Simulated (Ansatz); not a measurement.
```yaml
crystal:
  periodic: [false, false, false]
  atoms:
    - {symbol: N, position_ang: [-0.901614, 0.926071, 0.580981]}
    - {symbol: Zr, position_ang: [0.271684, -0.312359, -0.738231]}
    - {symbol: O, position_ang: [1.100961, -1.448654, 0.471420]}
    - {symbol: Cl, position_ang: [-1.228514, -0.971914, -2.168193]}
    - {symbol: Cl, position_ang: [1.951677, 1.250962, -1.624041]}
    - {symbol: H, position_ang: [-1.775421, 1.593569, 0.495261]}
    - {symbol: H, position_ang: [-1.002875, 0.706372, 1.704861]}
    - {symbol: H, position_ang: [1.582353, -2.109127, 0.819411]}
basis:
  gaussian: {orbitals: def2-SVPD, final_grid: {core_spheres: 5, valence_spheres: 4, degree: 11}}
magnetization: {spin_polarized: true, initial_magnetization: 1}
hamiltonian: {xc: {name: B3LYP}, pseudopotentials: {relativity: none}}
output: {forces: true}
```

```sh
$ ansatz run in.yaml --threads 2 --pin off --events-out ev --progress --plain --max-ram 32768MiB --backend cpu
```

(1) How does Ansatz answer? (Estimate.)

## Answers

(1) Ansatz gave: The input was rejected before any iteration.
```
Error: a molecule whose nuclei and cores have a total charge of 64 cannot have a net charge of 0 together with 1 unpaired electrons
```

B3LYP here is the variant with VWN-RPA as its local correlation; programs differ in this.
